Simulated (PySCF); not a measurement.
silicon monosulfide (SSi), SMILES [Si]=S (connectivity only; charge and spin as stated), neutral, multiplicity 1. The structure is a stationary point at PBE-D3(BJ)/def2-TZVPD.

Method: PySCF 2.14.0 with PBE-D3(BJ)/def2-TZVPD.

Harmonic wavenumbers (cm⁻¹): 724. Rotational constants (GHz): 8.864 (linear); symmetry number 1.

Question: Work out the zero-point energy and the ideal-gas rigid-rotor harmonic-oscillator thermochemistry at 298.15 K and 1 atm.

Answer: ZPE = ½ Σ hcν = ½ × 724 cm⁻¹ = 1.03 kcal/mol. H − E(el) = 3.17 kcal/mol. Entropy in cal/(mol K): translation 38.20, rotation 15.01, vibration 0.28, total 53.49. G − E(el) = -12.77 kcal/mol. Cp = 7.74 cal/(mol K).
